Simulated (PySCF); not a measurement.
# B3LYP on As (arsenic, neutral)

Configuration: [Ar] 3d10 4s2 4p3, high-spin 4S determinant. All numbers are calculated (PySCF 2.14, scalar relativity through the core potential, in cc-pVTZ-PP with ECP10MDF (5s4p3d1f, 39 functions)).

```
Total energy                : -332.4699 hartree
One-electron energy         : -586.7012 hartree
Hartree (Coulomb) energy    : 281.1371 hartree
Exchange-correlation energy : -26.9058 hartree
⟨S²⟩                        : 3.7505
⟨L²⟩                        : 0.000
Sum of ⟨r⟩                  : 23.08 bohr
Sum of ⟨r²⟩                 : 40.04 bohr²
Time after the integrals    : 0.36 s of wall time on 1 thread of Intel(R) Xeon(R) Platinum 8375C CPU @ 2.90GHz (shared host)
```

```tsv
shell	electrons	mean orbital energy (hartree)	rms radius, mean of both spins (bohr)
3s α	1	-7.01729	0.645
3s β	1	-7.00917	0.645
3p α	3	-5.13026	0.672
3p β	3	-5.12127	0.672
3d α	5	-1.63952	0.751
3d β	5	-1.62967	0.751
4s α	1	-0.61446	2.09
4s β	1	-0.51450	2.09
4p α	3	-0.24461	2.71
```

Energies and moments cover only the electrons outside the core potential.
